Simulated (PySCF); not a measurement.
Zr(OH)3 (H3O3Zr), SMILES [OH][Zr+]([OH])[OH], charge +1, multiplicity 1. Atoms are numbered in the order given.

```xyz
7

Zr     0.0000     0.0000    -0.2278
O      1.5661     0.9042     0.2896
H      2.3158     1.3370     0.7211
O     -1.5661     0.9042     0.2896
H     -2.3158     1.3370     0.7211
O      0.0000    -1.8083     0.2896
H      0.0000    -2.6740     0.7211
```
Charge +1, spin multiplicity 1.

Geometry optimised at B3LYP-D3(BJ)/def2-SVP. The spin state was assumed, not searched. The isomer is the one that the SMILES or the coordinates give; other isomers of the formula were not compared. The def2 effective core potentials stand for the cores of Zr; spin–orbit coupling is left out. The values are those of a single conformer.

Level of theory: PySCF with r2SCAN/def2-TZVPD.

Isolated molecule, no solvent.

- total energy: -274.48847 hartree
- point group: C3v
- highest occupied level: -13.05 eV
- lowest empty level: -8.24 eV
- orbital gap: 4.81 eV
- dipole moment about the centre of nuclear charge: 1.15 D
- mean static polarisability: 44.5 bohr³ (6.59 Å³)
- polarisability, principal values: 30.6, 51.5, 51.5 bohr³
